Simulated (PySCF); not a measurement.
C3H11NSi2, SMILES N1([SiH3])[C@@H](CC1)[SiH3].

Geometry: r2SCAN-D4/def2-SVP. The structure was generated by enumeration; whether it is a known compound was not checked.

Two levels are set side by side: TDA-PBE/def2-SVPD (PySCF) and TDA-M06-2X/def2-SVPD (PySCF). Vertical, same geometry. The lowest singlet is HOMO→LUMO 98 % with PBE and HOMO→LUMO 65 %, HOMO→LUMO+1 29 % with the other functional; states are paired by order. Differences are taken from unrounded values.

```csv
quantity,TDA-M06-2X
lowest singlet excitation (eV),5.52
lowest triplet excitation (TDA) (eV),5.25
first bright state (f over 0.05) (eV),6.99
its oscillator strength,0.06
```

### Question
What does TDA-PBE give, and how far is it from TDA-M06-2X? (The exact figures need the calculation; the answer reports its results.)

### Answer

```
quantity                               TDA-PBE  TDA-PBE minus TDA-M06-2X
-------------------------------------  -------  ------------------------
lowest singlet excitation (eV)            4.56                     -0.96
lowest triplet excitation (TDA) (eV)      4.38                     -0.87
first bright state (f over 0.05) (eV)     5.48                     -1.51
its oscillator strength                   0.05                     -0.01
```

Functionals without exact exchange tend to place singlet excitations lower, as here. Differences between two approximate levels are no errors against the true value.

Rough cost on one machine, each run with all the roots and properties that it gave: TDA-M06-2X against TDA-PBE about 9 times.
